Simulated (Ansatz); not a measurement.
The lowest singlet and triplet of CH4Si (SMILES C[SiH]); geometries from B3LYP-D3(BJ)/def2-TZVP, each state relaxed from the structure named, with no frequency check.
Singlet (charge 0, multiplicity 1):
| atom | x (Å) | y (Å) | z (Å) |
|---|---|---|---|
| C | -1.0683 | -0.4143 | 0.0279 |
| Si | 0.6602 | 0.3758 | -0.0297 |
| H | -1.1650 | -1.1552 | -0.7750 |
| H | -1.8806 | 0.3073 | -0.0585 |
| H | -1.1895 | -0.9746 | 0.9630 |
| H | 1.4013 | -0.9525 | 0.1188 |

A positive gap puts the triplet lower; no zero-point energy. R- takes a restricted singlet. U- takes an unrestricted singlet (broken symmetry where lower, unprojected). The triplet is unrestricted in single-reference levels. Active spaces average the two states.

Frozen-core correlation.

The values were computed with Ansatz (Gaussian orbitals). 

| level | gap E(singlet) − E(triplet), vertical, at the singlet's geometry (kcal/mol) |
|---|---|
| R-HF/cc-pV(Q+d)Z | -14.69 |
| U-HF/cc-pV(Q+d)Z (spin-contaminated) | -17.42 |
| U-r2SCAN/def2-TZVPP (spin-contaminated) | -21.77 |
| R-wB97M-V/def2-TZVPP | ? |
| R-B2PLYP/def2-TZVPP | -30.20 |
| R-MP2/cc-pV(T+d)Z | ? |
| U-CCSD(T)/cc-pV(Q+d)Z (spin-contaminated) | -30.32 |
| R-CCSDT(Q)/cc-pV(D+d)Z | -29.00 |
| FIC-NEVPT4(SD) on SA-CASSCF(2,2)/cc-pV(D+d)Z | -28.91 |

Q: What belongs in the gaps?

A: 
- R-wB97M-V/def2-TZVPP, gap E(singlet) − E(triplet), vertical, at the singlet's geometry (kcal/mol): -34.67
- R-MP2/cc-pV(T+d)Z, gap E(singlet) − E(triplet), vertical, at the singlet's geometry (kcal/mol): -27.34

Doubts at one or more of the structures used: a restricted determinant that unrestricted orbitals would lower (R-HF/cc-pV(Q+d)Z, R-B2PLYP/def2-TZVPP, R-MP2/cc-pV(T+d)Z, R-CCSDT(Q)/cc-pV(D+d)Z); T1 above 0.05 (U-CCSD(T)/cc-pV(Q+d)Z (spin-contaminated)).

Ansatz is a quantum-chemistry and plane-wave program.
